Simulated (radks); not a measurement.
Coulomb parameter of the 4d shell of the cadmium ion Cd2+ in the model configuration [Kr] 4d8.5 5s1.5, as a second difference U = [E(n + 0.25) + E(n - 0.25) - 2 E(n)] / (0.25)^2 with all orbitals relaxed. "Bare": the charge of the atom changes with n. "Screened": the 5s shell takes up the change at fixed total charge, which measures U(4d,4d) + U(5s,5s) - 2 U(4d,5s). All-electron calculation, scalar-relativistic Kohn-Sham, PBEsol, spin-unpolarised, spherical densities, finite nucleus; Fermi nuclear charge, rms radius 4.6087 fm. Program: a radial shooting solver on a logarithmic mesh with Libxc functionals.

start: configuration [Kr] 4d8.5 5s1.5; E - E(n) (eV) 0.000
bare +0.25: configuration [Kr] 4d8.75 5s1.5; E - E(n) (eV) -8.773
bare -0.25: configuration [Kr] 4d8.25 5s1.5; E - E(n) (eV) 9.724
screened +0.25: configuration [Kr] 4d8.75 5s1.25; E - E(n) (eV) -3.149
screened -0.25: configuration [Kr] 4d8.25 5s1.75; E - E(n) (eV) 3.314

U(bare) = 15.229 eV, U(screened by 5s) = 2.628 eV, against the Slater integral F0(4d,4d) = 20.593 eV with frozen orbitals.
